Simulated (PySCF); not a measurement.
## Correlation energy of F²⁺ (fluorine, charge +2)

[He] 2s2 2p3, high-spin 4S determinant. All numbers are calculated (PySCF 2.14, scalar relativity by spin-free X2C-1e, in cc-pVDZ-DK). Frozen: 1s2; 5 electrons correlated.

MP2 pair energies summed by pair of shells (mhartree):

| pair | energy | share (%) |
| --- | --- | --- |
| 2s-2p | -46.35 | 67.7 |
| 2p-2p | -15.19 | 22.2 |
| 2s-2s | -6.96 | 10.2 |

Total MP2 correlation energy: -68.50 mhartree.

Same-spin part -17.49 and opposite-spin part -51.01 mhartree; SCS-MP2 scales them by 1/3 and 6/5 to -67.05 mhartree.

| level | correlation energy (mhartree) |
| --- | --- |
| CCSD | -82.11 |
| (T) | -0.38 |
| CCSD(T) | -82.49 |

Diagnostics: T1 = 0.0028, D1 = 0.0048, largest double amplitude 0.033.

Cost of the coupled-cluster step: 0.1 s of wall time on 1 thread of Neoverse-N1 (shared host), for 5 correlated electrons.

Iterations:

```
CC2 = 0
CCSD nocc = (np.int64(4), np.int64(1)), nmo = (13, 13)
frozen orbitals [[0], [0]]
max_cycle = 100
direct = 0
conv_tol = 1e-08
conv_tol_normt = 1e-06
diis_space = 8
diis_start_cycle = 0
Init t2, MP2 energy = -0.0685037317745022
Init E_corr(UCCSD) = -0.0685037317746644
cycle = 1  E_corr(UCCSD) = -0.0793927658560919  dE = -0.0108890341  norm(t1,t2) = 0.0191823
cycle = 2  E_corr(UCCSD) = -0.0814496900886863  dE = -0.00205692423  norm(t1,t2) = 0.00512959
cycle = 3  E_corr(UCCSD) = -0.08213501522417  dE = -0.000685325135  norm(t1,t2) = 0.00169625
cycle = 4  E_corr(UCCSD) = -0.0821102955791912  dE = 2.4719645e-05  norm(t1,t2) = 0.000216461
cycle = 5  E_corr(UCCSD) = -0.0821121125434273  dE = -1.81696424e-06  norm(t1,t2) = 3.0607e-05
cycle = 6  E_corr(UCCSD) = -0.0821120983343024  dE = 1.42091249e-08  norm(t1,t2) = 2.55226e-06
cycle = 7  E_corr(UCCSD) = -0.0821121302524301  dE = -3.19181278e-08  norm(t1,t2) = 1.99139e-07
cycle = 8  E_corr(UCCSD) = -0.0821121274030306  dE = 2.84939952e-09  norm(t1,t2) = 1.51804e-08
UCCSD converged
E(UCCSD) = -97.7424624378494  E_corr = -0.0821121274030306
UCCSD(T) correction = -0.000382996544557505
```
